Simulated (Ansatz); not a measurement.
`B[SiH](F)OC` + `O[SiH](F)O[SiH2]F` → `CO[SiH](F)O[SiH2]F` + `B[SiH](O)F`  (substitution at a C–O bond)

Isolated molecules relaxed with PBE0-D4/def2-TZVP in Ansatz; ΔE leaves out vibrations. CCSD(T)/CBS is the MP2 limit (def2-TZVPP, def2-QZVPP) plus CCSD(T) − MP2 in def2-TZVPP, frozen cores. DFT in def2-TZVPP. B3LYP here is the variant with VWN-RPA as its local correlation; programs differ in this. One conformer a species, not always the lowest.

**Question.** Is it downhill or uphill in electronic energy at CCSD(T)/CBS, and by how much? (An estimate is asked.)

**Answer.** The calculation gave: Uphill: ΔE = +3.0 kJ/mol.

**Question.** What do these levels give: PBE-D4, r2SCAN-D4, B3LYP-D4, ωB97M-V, B2PLYP, r2SCAN, CCSD/def2-TZVPP, CCSD(T)/def2-TZVPP, MP2/def2-QZVPP, SCS-MP2/def2-QZVPP, MP2/CBS(def2), CCSD/CBS(def2)? (Best estimate.)

**Answer.** Ansatz gave: PBE-D4 1.4, r2SCAN-D4 1.4, B3LYP-D4 2.0, ωB97M-V 2.7, B2PLYP 4.3, r2SCAN 2.1, CCSD/def2-TZVPP 3.6, CCSD(T)/def2-TZVPP 3.2, MP2/def2-QZVPP 3.9, SCS-MP2/def2-QZVPP 4.1, MP2/CBS(def2) 3.7, CCSD/CBS(def2) 3.4 kJ/mol.

Largest T1 diagnostic among the species: 0.012.
